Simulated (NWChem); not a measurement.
System: SeBrCl; SMILES Cl[Se]Br

NWChem input:

```
start job
memory heap 200 mb stack 900 mb global 1100 mb
geometry units angstroms noautoz
  Se     0.744583    -0.581365     0.000000
  Cl    -0.980607    -1.905136     0.000000
  Br    -0.241467     1.510552     0.000000
end
basis spherical
  Se library 3-21g
  Cl library 3-21g
  Br library 3-21g
end
dft
  xc xpbe96 cpbe96
  iterations 150
  mulliken
end
task dft energy
```

NWChem printed, in part:

```
             Northwest Computational Chemistry Package (NWChem) 7.3.0
             --------------------------------------------------------

 CS  symmetry detected

                             Geometry "geometry" -> ""
                             -------------------------

 Output coordinates in angstroms (scale by  1.889725989 to convert to a.u.)

  No.       Tag          Charge          X              Y              Z
 ---- ---------------- ---------- -------------- -------------- --------------
    1 Se                  34.0000     0.74648552    -0.58441061     0.00000000
    2 Cl                  17.0000    -0.96928027    -1.92037393     0.00000000
    3 Br                  35.0000    -0.25436409     1.50046622     0.00000000

 Effective nuclear repulsion energy (a.u.)     503.0445916346

      Symmetry information
      --------------------

 Group name             Cs
 Group number              2
 Group order               2
 No. of unique centers     3

  pbe96 is a nonlocal functional; adding pw91lda local functional.

                                 NWChem DFT Module
                                 -----------------

 Summary of "ao basis" -> "ao basis" (spherical)
 ------------------------------------------------------------------------------
       Tag                 Description            Shells   Functions and Types
 ---------------- ------------------------------  ------  ---------------------
 Se                          3-21g                  10       22   5s4p1d
 Cl                          3-21g                   7       13   4s3p
 Br                          3-21g                  10       22   5s4p1d

      Symmetry analysis of basis
      --------------------------

        a'         42
        a"         15

            General Information
            -------------------
          SCF calculation type: DFT
          Wavefunction type:  closed shell.
          No. of atoms     :     3
          No. of electrons :    86
           Alpha electrons :    43
            Beta electrons :    43
          Charge           :     0
          Spin multiplicity:     1
          Use of symmetry is: on ; symmetry adaption is: on
          Maximum number of iterations: 150
          AO basis - number of functions:    57
                     number of shells:    27
          Convergence on energy requested:  1.00D-06
          Convergence on density requested:  1.00D-05
          Convergence on gradient requested:  5.00D-04

              XC Information
              --------------
          PerdewBurkeErnzerhof Exchange Functional  1.000
            Perdew 1991 LDA Correlation Functional  1.000 local
           PerdewBurkeErnz. Correlation Functional  1.000 non-local

             Grid Information
             ----------------
          Grid used for XC integration:  medium
          Radial quadrature: Mura-Knowles
          Angular quadrature: Lebedev.
          Tag              B.-S. Rad. Rad. Pts. Rad. Cut. Ang. Pts.
          ---              ---------- --------- --------- ---------
          Se                  1.15      112           8.0       590
          Cl                  1.00       88          10.0       590
          Br                  1.15      112          10.0       590
          Grid pruning is: on
          Number of quadrature shells:   312
          Spatial weights used:  Erf1

      Superposition of Atomic Density Guess
      -------------------------------------

 Sum of atomic energies:       -5405.78454247

      Non-variational initial energy
      ------------------------------

 Total energy =   -5406.088509
 1-e energy   =   -8539.695420
 2-e energy   =    2630.562320
 HOMO         =      -0.207450
 LUMO         =      -0.041453

      Symmetry analysis of molecular orbitals - initial
      -------------------------------------------------

  Numbering of irreducible representations:

     1 a'          2 a"

  Orbital symmetries:

     1 a'          2 a'          3 a'          4 a'          5 a'
     6 a'          7 a'          8 a"          9 a'         10 a'
    11 a"         12 a'         13 a'         14 a'         15 a'
    16 a'         17 a"         18 a'         19 a'         20 a"
    21 a'         22 a'         23 a"         24 a'         25 a'
    26 a"         27 a'         28 a"         29 a'         30 a'
    31 a'         32 a"         33 a"         34 a'         35 a'
    36 a'         37 a'         38 a'         39 a"         40 a"
    41 a'         42 a'         43 a"         44 a'         45 a'
    46 a'         47 a'         48 a"         49 a'         50 a'
    51 a'         52 a"         53 a"

     ---------------------------------------------
      Total Density - Mulliken Population Analysis
     ---------------------------------------------

    Atom       Charge   Shell Charges
 -----------   ------   -------------------------------------------------------
    1 Se  34    33.40   2.00  2.00  5.99  2.00  5.96  0.79  1.57  1.15  1.95  9.99
    2 Cl  17    17.37   2.00  1.96  5.91  1.14  3.03  0.86  2.47
    3 Br  35    35.23   2.00  2.00  5.99  2.00  5.97  0.78  2.28  1.19  3.02 10.00

   convergence    iter        energy       DeltaE   RMS-Dens  Diis-err
 ---------------- ----- ----------------- --------- --------- ---------
 d= 0,ls=0.0,diis     1  -5408.8902454730 -5.91D+03  2.75D-02  6.05D-01
 d= 0,ls=0.0,diis     2  -5408.8128599231  7.74D-02  2.39D-02  7.25D-01
 d= 0,ls=0.0,diis     3  -5408.9237417207 -1.11D-01  9.60D-03  1.85D-01
 d= 0,ls=0.0,diis     4  -5408.9614196392 -3.77D-02  1.43D-03  4.54D-03
 d= 0,ls=0.0,diis     5  -5408.9621570142 -7.37D-04  1.83D-04  5.09D-05
  Resetting Diis
 d= 0,ls=0.0,diis     6  -5408.9621675570 -1.05D-05  2.15D-05  3.98D-07
 d= 0,ls=0.0,diis     7  -5408.9621676495 -9.25D-08  1.93D-05  6.19D-08
 d= 0,ls=0.0,diis     8  -5408.9621675916  5.79D-08  1.36D-05  3.21D-07
 d= 0,ls=0.0,diis     9  -5408.9621676632 -7.15D-08  5.19D-07  1.32D-10

         Total DFT energy =    -5408.962167663156
      One electron energy =    -8537.410673858278
           Coulomb energy =     2831.187900910447
    Exchange-Corr. energy =     -205.783986349943
 Nuclear repulsion energy =      503.044591634618

 Numeric. integr. density =       85.999999251405

                  Occupations of the irreducible representations
                  ----------------------------------------------

                     irrep           alpha         beta
                     --------     --------     --------
                     a'               31.0         31.0
                     a"               12.0         12.0

                       DFT Final Molecular Orbital Analysis
                       ------------------------------------

 Vector   41  Occ=2.000000D+00  E=-2.873115D-01  Symmetry=a"
              MO Center= -4.7D-01,  2.3D-01,  2.4D-17, r^2= 4.1D+00
   Bfn.  Coefficient  Atom+Function         Bfn.  Coefficient  Atom+Function
  ----- ------------  ---------------      ----- ------------  ---------------
    52      0.469261  3 Br pz                48      0.411449  3 Br pz
    31     -0.377340  2 Cl pz                35     -0.316135  2 Cl pz
    44     -0.280426  3 Br pz                27      0.175153  2 Cl pz
    17      0.113027  1 Se pz                13      0.094188  1 Se pz
    40      0.090733  3 Br pz                 9     -0.060507  1 Se pz

 Vector   42  Occ=2.000000D+00  E=-2.827680D-01  Symmetry=a'
              MO Center= -3.4D-01,  9.5D-01,  2.6D-15, r^2= 3.1D+00
   Bfn.  Coefficient  Atom+Function         Bfn.  Coefficient  Atom+Function
  ----- ------------  ---------------      ----- ------------  ---------------
    50      0.489330  3 Br px                46      0.440157  3 Br px
    42     -0.297716  3 Br px                30      0.264533  2 Cl py
    51      0.257538  3 Br py                34      0.218490  2 Cl py
    47      0.217580  3 Br py                43     -0.148060  3 Br py
    26     -0.120621  2 Cl py                14     -0.113724  1 Se s

 Vector   43  Occ=2.000000D+00  E=-2.084381D-01  Symmetry=a"
              MO Center=  2.7D-01, -3.0D-01, -1.3D-17, r^2= 3.3D+00
   Bfn.  Coefficient  Atom+Function         Bfn.  Coefficient  Atom+Function
  ----- ------------  ---------------      ----- ------------  ---------------
    17      0.513209  1 Se pz                13      0.462253  1 Se pz
    52     -0.335418  3 Br pz                 9     -0.281916  1 Se pz
    48     -0.281302  3 Br pz                31     -0.273076  2 Cl pz
    35     -0.240899  2 Cl pz                44      0.186869  3 Br pz
    27      0.123917  2 Cl pz                 5      0.090566  1 Se pz

 Vector   44  Occ=0.000000D+00  E=-1.430083D-01  Symmetry=a'
              MO Center=  1.1D-01, -2.7D-01,  4.8D-16, r^2= 3.8D+00
   Bfn.  Coefficient  Atom+Function         Bfn.  Coefficient  Atom+Function
  ----- ------------  ---------------      ----- ------------  ---------------
    15      0.673392  1 Se px                51     -0.510637  3 Br py
    14     -0.429769  1 Se s                 11      0.425109  1 Se px
    34      0.346839  2 Cl py                47     -0.298276  3 Br py
    30      0.272496  2 Cl py                 7     -0.256096  1 Se px
    32      0.252960  2 Cl s                 33      0.249944  2 Cl px

 Vector   45  Occ=0.000000D+00  E=-1.227440D-01  Symmetry=a'
              MO Center=  2.8D-01, -4.5D-01, -3.3D-16, r^2= 3.7D+00
   Bfn.  Coefficient  Atom+Function         Bfn.  Coefficient  Atom+Function
  ----- ------------  ---------------      ----- ------------  ---------------
    16      0.761428  1 Se py                12      0.455079  1 Se py
    33      0.407327  2 Cl px                51      0.344877  3 Br py
    50     -0.319045  3 Br px                29      0.310051  2 Cl px
     8     -0.276206  1 Se py                32      0.276187  2 Cl s
    49     -0.235558  3 Br s                 15      0.231058  1 Se px

 Vector   46  Occ=0.000000D+00  E= 3.939063D-01  Symmetry=a'
              MO Center=  8.6D-01, -8.5D-01, -3.0D-16, r^2= 3.5D+00
   Bfn.  Coefficient  Atom+Function         Bfn.  Coefficient  Atom+Function
  ----- ------------  ---------------      ----- ------------  ---------------
    10      1.189907  1 Se s                 14     -0.997746  1 Se s
    28      0.853521  2 Cl s                 32     -0.837767  2 Cl s
    15     -0.749682  1 Se px                11      0.676856  1 Se px
    45      0.431524  3 Br s                 49     -0.420363  3 Br s
     7     -0.218693  1 Se px                24     -0.205498  2 Cl s

     ---------------------------------------------
      Total Density - Mulliken Population Analysis
     ---------------------------------------------

    Atom       Charge   Shell Charges
 -----------   ------   -------------------------------------------------------
    1 Se  34    33.76   2.00  2.00  5.99  2.00  5.94  0.94  1.97  1.06  1.86  9.99
    2 Cl  17    17.19   2.00  1.96  5.89  1.19  3.04  0.86  2.26
    3 Br  35    35.05   2.00  2.00  5.99  2.00  5.95  0.87  2.35  1.14  2.76 10.00

     -------------------------------------------
      Total Density - Lowdin Population Analysis
     -------------------------------------------

    Atom       Charge   Shell Charges
 -----------   ------   -------------------------------------------------------
    1 Se  34    33.78   2.00  1.99  5.99  2.00  5.78  0.98  2.01  0.91  2.12  9.99
    2 Cl  17    17.19   2.00  1.96  5.83  1.07  2.93  0.91  2.49
    3 Br  35    35.04   2.00  1.99  5.98  2.00  5.79  0.95  2.44  1.00  2.88 10.00

     Multipole analysis of the density
     ---------------------------------

     L   x y z        total         alpha         beta         nuclear
     -   - - -        -----         -----         ----         -------
     0   0 0 0     -0.000000    -43.000000    -43.000000     86.000000

     1   1 0 0      0.505947      0.252974      0.252974      0.000000
     1   0 1 0      0.235628      0.117814      0.117814     -0.000000
     1   0 0 1     -0.000000     -0.000000     -0.000000      0.000000

     2   2 0 0    -35.812025    -84.296189    -84.296189    132.780354
     2   1 1 0     -1.392078     -6.860707     -6.860707     12.329336
     2   1 0 1     -0.000000     -0.000000     -0.000000      0.000000
     2   0 2 0    -37.037606   -291.891613   -291.891613    546.745620
     2   0 1 1      0.000000      0.000000      0.000000      0.000000
     2   0 0 2    -37.912868    -18.956434    -18.956434      0.000000
```

Level: PBE/3-21G. Geometry: optimised at PBE0/def2-SVP.
